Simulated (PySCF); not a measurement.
# Frontier orbitals and the lowest excitations

Species: C₂H₇NSSi.
Cartesian coordinates in Å at the GFN2-xTB level; atoms count from 1:
```
atom  x, y, z in Å
C1     2.1412    0.5633   -0.3197
S2     1.9297   -0.9695    0.6229
C3     0.1924   -1.0225    0.7069
N4    -0.5162   -0.1343    0.1855
Si5   -2.2073    0.1529    0.0615
H6     1.6458    0.4494   -1.2787
H7     1.6866    1.3757    0.2384
H8     3.2065    0.7225   -0.4456
H9    -0.1416   -1.9042    1.2570
H10   -2.2478    1.3997   -0.6978
H11   -2.8734   -0.9376   -0.6535
H12   -2.8145    0.3040    1.3854
```

Method: PySCF, TDDFT CAM-B3LYP/def2-SVPD, vertical, gas phase, core orbitals frozen in the response. GFN2-xTB frequencies show an imaginary mode (112i cm⁻¹), so this geometry is no minimum at that level.

Frontier orbitals with the atoms that hold most of them (Löwdin shares over 4%, at most four atoms; ? is withheld):

| orbital | ε (eV) | atoms |
| --- | --- | --- |
| LUMO+2 | 1.20 | S2 45%, Si5 22%, H9 11%, C3 6% |
| LUMO+1 | 1.06 | S2 37%, Si5 15%, C1 12%, C3 6% |
| LUMO | 0.26 | ? |
| HOMO | -8.25 | S2 56%, N4 16%, C3 10%, C1 8% |
| HOMO-1 | -8.39 | ? |
| HOMO-2 | -10.86 | S2 42%, C1 13%, Si5 13%, H10 12% |
| HOMO-3 | -10.87 | Si5 27%, H12 17%, H11 16%, C3 14% |

Task: Which atoms hold the HOMO-1, and with what shares?

Result: N4 (bonded to C and Si) 54%; S2 (bonded to 2 C) 12%; C3 (bonded to N, S and H) 11%; Si5 (bonded to N and 3 H) 9%.

Task: Give the leading atoms of the LUMO.

Result: C3 (bonded to N, S and H) 34%; N4 (bonded to C and Si) 27%; S2 (bonded to 2 C) 14%; Si5 (bonded to N and 3 H) 12%.

Task: The HOMO–LUMO gap is 8.51 eV. Where does the response calculation put the lowest singlet, and from which orbitals?

Result: S1 is at 4.27 eV (f = 0.0001), 4.23 eV below the gap, made of HOMO-1→LUMO (97%). Its leading pair isn't HOMO and LUMO; the energies of that pair differ by 8.65 eV. 

Task: One configuration dominates each of S1 and S2. Which, and how do the shares of the two leading atoms of either orbital change from the occupied to the empty one?

Result: 
- S1 (4.27 eV, f 0.0001), HOMO-1→LUMO (97%): N4 54% → 27%, S2 12% → 14%, C3 11% → 34%
- S2 (5.49 eV, f 0.263), HOMO→LUMO (94%): S2 56% → 14%, N4 16% → 27%, C3 10% → 34%

One conformer stands for the species.
